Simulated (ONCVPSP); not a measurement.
## PBE ONCV dataset for gold (Au), fully relativistic all-electron reference.

ONCVPSP 4.0.1 input, shortened (lines: element, Z, core and valence counts, functional; n l f; lmax; l rc ep ncon nbas qcut; lloc lpopt rc5 dvloc0; l nproj debl; icmod fcfact rcfact), PBE, fully relativistic:

```
  Au 79.00   12    2        4      upf
    1    0    2.00
    2    0    2.00
    2    1    6.00
    3    0    2.00
    3    1    6.00
    3    2   10.00
    4    0    2.00
    4    1    6.00
    4    2   10.00
    4    3   14.00
    5    0    2.00
    5    1    6.00
    5    2   10.00
    6    0    1.00
    3
    0    2.50    0.00    4    7    2.40
    1    1.95    0.07    4    8    3.70
    2    1.70    0.00    4    9   10.60
    3    2.35    0.05    4    8    4.20
    4    5    1.55    0.00
    0    2    3.20
    1    2    3.70
    2    2    1.50
    3    2    3.60
    0    0.00    0.00
```

Open shells are filled in proportion to 2j + 1.

All-electron outer shells of the reference configuration (PBE, scalar-relativistic, ld1.x):

```
shell  level (eV)  outermost node (bohr)  outermost maximum (bohr)
   5p      -59.78                   0.52                      0.96
   5d       -6.88                   0.56                      1.21
   6s       -5.76                   1.11                      2.32
```

Is a potential produced?

No. ONCVPSP 4.0.1 stopped with "optimize: ERROR ps0norm > uunorm, code will stop": the continuity conditions at rc already need more norm inside rc than the all-electron wave has, so norm conservation cannot be met. It happened in the p channel.
